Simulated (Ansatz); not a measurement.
System: GeBr$_{2}$ (charge 0, singlet). 
Geometry from a B3LYP-D3(BJ)/def2-TZVP (Ansatz, a first-principles code) optimisation:
```
Ge
Br 1 2.3672
Br 1 2.3672 2 101.50
```

Wanted: atomisation energy (electronic, to ground-state atoms), in kcal/mol. Correlated levels leave the core frozen unless marked. Open shells are spin-unrestricted. Spin-orbit coupling is left out. Frozen are the shells of the preceding noble gas and the d and f shells that filled before the atom's block. Non-relativistic. The coupled-cluster limit lacks core correlation, which all-electron functionals hold. CBS(X,Y): correlation extrapolated as X^-3; Hartree-Fock from the larger set. [CCSD(T)-MP2]/basis is that difference in the basis named.

```json
[
 {"level": "revPBE/def2-TZVPD", "program": "Ansatz", "atomisation energy (kcal/mol)": "167.7"},
 {"level": "r2SCAN/def2-TZVPD", "program": "Ansatz", "atomisation energy (kcal/mol)": "174.9"},
 {"level": "B3LYP-D4/def2-TZVPD", "program": "Ansatz + dftd4", "atomisation energy (kcal/mol)": "169.8"},
 {"level": "PBE0-D4/def2-TZVP", "program": "Ansatz + dftd4", "atomisation energy (kcal/mol)": "172.2"},
 {"level": "BHLYP/def2-TZVPD", "program": "Ansatz", "atomisation energy (kcal/mol)": "156.9"},
 {"level": "CAM-B3LYP-D4/def2-TZVPD", "program": "Ansatz + dftd4", "atomisation energy (kcal/mol)": "165.1"},
 {"level": "B2GP-PLYP-D4/def2-TZVPD", "program": "Ansatz + dftd4", "atomisation energy (kcal/mol)": "166.2"},
 {"level": "RI-MP2/aug-cc-pVTZ", "program": "Ansatz", "atomisation energy (kcal/mol)": "167.4"},
 {"level": "RI-MP2/CBS(aug-cc-pVTZ,aug-cc-pVQZ)", "program": "Ansatz", "atomisation energy (kcal/mol)": "175.2"},
 {"level": "SCS-MP2/STO-3G", "program": "Ansatz", "atomisation energy (kcal/mol)": "174.8"},
 {"level": "SCS-MP2/6-31G*", "program": "Ansatz", "atomisation energy (kcal/mol)": "148.5"},
 {"level": "CCSD(T)/aug-cc-pVDZ", "program": "Ansatz", "atomisation energy (kcal/mol)": "151.7"},
 {"level": "RI-MP2/CBS(aug-cc-pVTZ,aug-cc-pVQZ)+[CCSD(T)-MP2]/aug-cc-pVTZ", "program": "Ansatz", "atomisation energy (kcal/mol)": "168.7"},
 {"level": "RI-MP2/CBS(cc-pVTZ,cc-pVQZ)+[CCSD(T)-MP2]/cc-pVTZ", "program": "Ansatz", "atomisation energy (kcal/mol)": "168.5"},
 {"level": "CCSD(T)/CBS(cc-pVTZ,cc-pVQZ)", "program": "Ansatz", "atomisation energy (kcal/mol)": "169.2"}
]
```
